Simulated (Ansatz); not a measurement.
Z-matrix (Å, degrees):
```
Ge
C 1 1.947
H 1 1.539 2 108.7
H 1 1.537 2 109.8 3 -118.6
H 1 1.536 2 108.8 3 120.2
S 2 1.758 1 118.2 3 55.0
C 2 1.332 1 121.4 3 -129.3
H 6 1.342 2 97.7 1 -22.7
H 7 1.086 2 122.4 1 -179.1
H 7 1.084 2 120.8 1 0.5
```

Total charge 0; spin multiplicity 1.

List the PBE/def2-TZVPP orbital energies in eV (the Gaussian-basis code of Ansatz). (Estimate.)

Ansatz gave: Occupied: -10804.54, -2396.17, -1337.91, -1191.32, -1191.32, -1191.32, -270.08, -269.06, -209.10, -162.49, -155.27, -155.16, -154.99, -113.94, -113.93, -113.92, -29.77, -29.77, -29.76, -29.70, -29.70, -20.24, -17.72, -14.51, -13.03, -11.36, -10.05, -9.72, -8.83, -8.34, -7.77, -7.36, -5.58. Lowest empty: -1.37, -0.84, 0.06, 0.41, 0.68, 0.97, 1.16, 1.82.
